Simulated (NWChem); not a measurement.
# cyclotrisilazane (Si3N3H9); SMILES N1[SiH2]N[SiH2]N[SiH2]1

```xyz
15

Si     1.2952     1.2952    -0.0130
N      1.5632    -0.4189    -0.0127
Si     0.4741    -1.7692    -0.0130
N     -1.1444    -1.1444    -0.0127
Si    -1.7692     0.4741    -0.0130
N     -0.4189     1.5632    -0.0127
H      1.9364     1.9364    -1.2086
H      1.9370     1.9370     1.1819
H      2.5461    -0.6822    -0.0127
H      0.7088    -2.6452    -1.2086
H      0.7090    -2.6460     1.1819
H     -1.8639    -1.8639    -0.0127
H     -2.6460     0.7090     1.1819
H     -2.6452     0.7088    -1.2086
H     -0.6822     2.5461    -0.0127
```
Atoms are numbered in this order, from 1.

Program: NWChem. Pople sets run with spherical d functions. STO-3G and 3-21G are far too small for this property and stand as cheap habits. Geometry: optimised at PBE0/def2-SVP. Not confirmed as a minimum by frequencies. GIAO values for the isolated, static molecule; σ is the absolute isotropic shielding, δ = σ(reference) − σ with the isolated reference molecule computed at the same levels (1H: tetramethylsilane, 15N: ammonia, 29Si: tetramethylsilane).

```
level                δ Si1 (ppm)  δ N2 (ppm)  δ H7 (ppm)  δ H9 (ppm)
-------------------  -----------  ----------  ----------  ----------
Hartree-Fock/STO-3G        -23.2      -101.6        1.95       -4.84
B3LYP/6-31G*               -17.6        -1.8        5.66       -1.55
PBE/pcSseg-1               -35.0        12.1        5.83       -1.20
Hartree-Fock/6-31G*   (withheld)  (withheld)  (withheld)  (withheld)
```

**Question.** What belongs in the gaps?

**Answer.** 
- Hartree-Fock/6-31G*, δ Si1 (ppm): -26.6
- Hartree-Fock/6-31G*, δ N2 (ppm): -7.8
- Hartree-Fock/6-31G*, δ H7 (ppm): 5.24
- Hartree-Fock/6-31G*, δ H9 (ppm): -1.15
